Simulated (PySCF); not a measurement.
Working out the ionisation energy of V⁺

V⁺ [Ar] 3d4 (5D) → V²⁺ [Ar] 3d3 (4F). Calculation: PySCF 2.14, in x2c-TZVPall (6s5p4d1f, 48 functions); scalar relativity by spin-free X2C-1e. Frozen: [Ar]. Energies in hartree (1 hartree = 27.21139 eV):

```json
{"part": "UHF", "V⁺ (lower)": "-947.906069", "V²⁺ (upper)": "-947.420720"}
{"part": "MP2 opposite-spin", "V⁺ (lower)": "0.000000", "V²⁺ (upper)": "0.000000"}
{"part": "MP2 same-spin", "V⁺ (lower)": "-0.037690", "V²⁺ (upper)": "-0.013901"}
```

Question: What does Hartree-Fock give?

Answer: (-947.420720) − (-947.906069) = 0.485349 hartree = 13.207 eV.

Question: What do MP2 and SCS-MP2 (6/5 opposite-spin, 1/3 same-spin) give?

Answer: The opposite-spin parts differ by 0.000 eV and the same-spin parts by 0.647 eV. MP2: 13.207 + (0.000) + (0.647) = 13.854 eV. SCS-MP2: 13.207 + 1.2 × (0.000) + (0.647)/3 = 13.423 eV.

Reference: 14.634 ± 0.007 eV (measured; NIST Atomic Spectra Database, ionization energies), between the lowest levels; spin-orbit coupling is absent from the calculation.

What remains against the reference includes basis incompleteness, the frozen core and correlation beyond second order.
